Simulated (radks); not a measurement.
Values are calculated unless marked as measured or tabulated.
The holmium ion Ho3+, configuration [Xe] 4f10.

Code: a radial shooting solver on a logarithmic mesh with Libxc functionals. Model: scalar-relativistic Kohn-Sham, Slater X-alpha with alpha = 0.754, spin-polarised, spherical densities, point nucleus; open shells are filled with parallel spins first (spin-orbit coupling, left out, can overturn this in heavy ions).

Energy parts (eV):
| part | energy |
|---|---|
| total | -343779.15 |
| kinetic | 371894.48 |
| electron-nucleus | -840254.25 |
| Hartree | 132436.69 |
| exchange | -7856.07 |

Orbitals (lengths in bohr, moments of r in powers of bohr):
orbital  occ.  eigenvalue (eV)   <1/r>
1s down     1        -55565.77   76.05
1s up       1        -55565.77   76.05
2s up       1        -9334.420   17.70
2s down     1        -9334.332   17.70
2p up       3        -8279.755   16.40
2p down     3        -8279.691   16.40
3s up       1        -2114.092   6.519
3s down     1        -2111.930   6.523
3p up       3        -1791.499   6.103
3p down     3        -1789.351   6.107
3d up       5        -1381.271   5.790
3d down     5        -1379.601   5.794
4s up       1        -446.3563   2.759
4s down     1        -441.8436   2.758
4p up       3        -339.8569   2.529
4p down     3        -335.4095   2.527
4d up       5        -195.8104   2.237
4d down     5        -191.4636   2.233
5s up       1         -81.7083   1.072
5s down     1         -79.5625   1.059
5p up       3         -55.6317  0.9090
5p down     3         -54.0408  0.8941
4f up       7         -38.0617   1.693
4f down     3         -34.1661   1.665

The highest occupied level is 4f down at -34.166 eV. For comparison, the ionisation energy in NIST's Atomic Spectra Database is 42.5 eV (semi-empirical). In exact Kohn-Sham theory the highest level is minus the ionisation energy, but local and semilocal functionals leave it too shallow, through self-interaction and a potential that decays too fast; potentials with the right tail come closer.
